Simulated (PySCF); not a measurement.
The dipole of `COC1=C(NC=O)C1` from its density and from atomic charges.

Coordinates (GFN2-xTB, Å) and charges (e) from the PBE0/pcSseg-1 density (PySCF):

```json
{"atom": "C1", "x": "-2.623", "y": "-0.749", "z": "0.185", "Mulliken": "-0.0254", "IAO": "-0.2018", "Hirshfeld": "-0.0265", "ESP-fitted": "-0.1596"}
{"atom": "O2", "x": "-1.253", "y": "-1.094", "z": "0.115", "Mulliken": "-0.4334", "IAO": "-0.2935", "Hirshfeld": "-0.0939", "ESP-fitted": "-0.2450"}
{"atom": "C3", "x": "-0.420", "y": "-0.075", "z": "-0.049", "Mulliken": "+0.2107", "IAO": "+0.1676", "Hirshfeld": "+0.0546", "ESP-fitted": "+0.2038"}
{"atom": "C4", "x": "0.781", "y": "0.424", "z": "-0.121", "Mulliken": "+0.0845", "IAO": "+0.0144", "Hirshfeld": "+0.0050", "ESP-fitted": "+0.1351"}
{"atom": "N5", "x": "2.151", "y": "0.335", "z": "-0.091", "Mulliken": "-0.4818", "IAO": "-0.3102", "Hirshfeld": "-0.0870", "ESP-fitted": "-0.5604"}
{"atom": "C6", "x": "2.839", "y": "-0.801", "z": "0.203", "Mulliken": "+0.3978", "IAO": "+0.3095", "Hirshfeld": "+0.1323", "ESP-fitted": "+0.5120"}
{"atom": "O7", "x": "2.358", "y": "-1.867", "z": "0.476", "Mulliken": "-0.4007", "IAO": "-0.4525", "Hirshfeld": "-0.2717", "ESP-fitted": "-0.4910"}
{"atom": "C8", "x": "-0.342", "y": "1.402", "z": "-0.331", "Mulliken": "-0.2008", "IAO": "-0.2956", "Hirshfeld": "-0.1047", "ESP-fitted": "-0.2354"}
{"atom": "H9", "x": "-3.172", "y": "-1.689", "z": "0.175", "Mulliken": "+0.1295", "IAO": "+0.1671", "Hirshfeld": "+0.0591", "ESP-fitted": "+0.1347"}
{"atom": "H10", "x": "-2.923", "y": "-0.137", "z": "-0.670", "Mulliken": "+0.1104", "IAO": "+0.1404", "Hirshfeld": "+0.0470", "ESP-fitted": "+0.1025"}
{"atom": "H11", "x": "-2.844", "y": "-0.207", "z": "1.109", "Mulliken": "+0.1104", "IAO": "+0.1410", "Hirshfeld": "+0.0474", "ESP-fitted": "+0.1086"}
{"atom": "H12", "x": "2.655", "y": "1.185", "z": "-0.301", "Mulliken": "+0.2038", "IAO": "+0.2893", "Hirshfeld": "+0.1495", "ESP-fitted": "+0.3593"}
{"atom": "H13", "x": "3.930", "y": "-0.619", "z": "0.159", "Mulliken": "+0.0666", "IAO": "+0.0988", "Hirshfeld": "+0.0456", "ESP-fitted": "+0.0139"}
{"atom": "H14", "x": "-0.591", "y": "2.118", "z": "0.450", "Mulliken": "+0.1146", "IAO": "+0.1132", "Hirshfeld": "+0.0219", "ESP-fitted": "+0.0608"}
{"atom": "H15", "x": "-0.551", "y": "1.781", "z": "-1.329", "Mulliken": "+0.1138", "IAO": "+0.1121", "Hirshfeld": "+0.0216", "ESP-fitted": "+0.0608"}
```

Question: Compute μ = Σ q r for each scheme (1 e·Å = 4.803 D) and compare with the dipole of the full density.

Answer: The full density gives (-0.84, 3.85, -0.81) D, 4.03 D in size; dipole vectors point from the negative to the positive end.

| scheme | μx | μy | μz | size (D) | share of the full size (%) | angle to the full dipole (°) |
| --- | --- | --- | --- | --- | --- | --- |
| Mulliken | -2.74 | 4.27 | -0.74 | 5.13 | 127 | 20 |
| IAO | -1.11 | 4.49 | -0.89 | 4.71 | 117 | 2 |
| Hirshfeld | -0.75 | 2.23 | -0.50 | 2.40 | 60 | 6 |
| ESP-fitted | -0.87 | 3.89 | -0.81 | 4.06 | 101 | 0 |

Question: Which set comes closest?

Answer: Length of the difference vector: ESP-fitted 0.04 D, IAO 0.69 D, Hirshfeld 1.66 D, Mulliken 1.95 D. Closest: ESP-fitted. 

Question: What is left for the Hirshfeld atoms' own dipoles?

Answer: The Hirshfeld atoms' densities add up to the full density, so μ = Σ q r + Σ (atomic dipoles). The atomic dipoles sum to (-0.84, 3.85, -0.81) − (-0.75, 2.23, -0.50) = (-0.09, 1.62, -0.31) D, 1.66 D in size.

Question: With the origin at the mean of the coordinates, (0.000, 0.001, -0.001) Å, which are the largest single terms, by size, of the IAO dipole along the direction of the full one?

Answer: O7 +5.17, C8 -2.10, C6 -2.08, O2 +1.14, H15 +1.12 D; all 15 atoms together +4.71 D. The single terms depend on the origin, their sum doesn't.

Question: Give the size of the full dipole in other units.

Answer: 4.03 D = 1.584 au = 0.838 e·Å = 13.43 × 10⁻³⁰ C·m.

The structure is a single GFN2-xTB conformer in the gas phase; no vibrational or solvent corrections.

These values come from a run that also computed NMR shieldings. On x86-64 server, one thread, no GPU (shared host), this took 32 s.

The values belong to the conformer `[CH3:1][O:2][C:3]1=[C:4]([NH:5][CH:6]=[O:7])[CH2:8]1`: C1–O2–C3–C4 174°, C3–C4–N5–C6 -5°, C4–N5–C6–O7 0°.
